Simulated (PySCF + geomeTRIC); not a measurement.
Species: H$_{4}$BSi, SMILES `[BH][SiH3]` (charge 0, multiplicity 2).

Give a relaxed geometry from M06-2X/def2-TZVP run with PySCF + geomeTRIC.

the end point of this relaxation (outside a Z-matrix the atoms follow the SMILES, hydrogens last).
Bonds (Å): B1–Si2 1.981, B1–H3 1.183, Si2–H4 1.483, Si2–H5 1.481, Si2–H6 1.481. Angles (°): Si2–B1–H3 140.8, B1–Si2–H4 117.0, B1–Si2–H5 107.4, B1–Si2–H6 107.2, H4–Si2–H5 108.2, H4–Si2–H6 108.2, H5–Si2–H6 108.7.
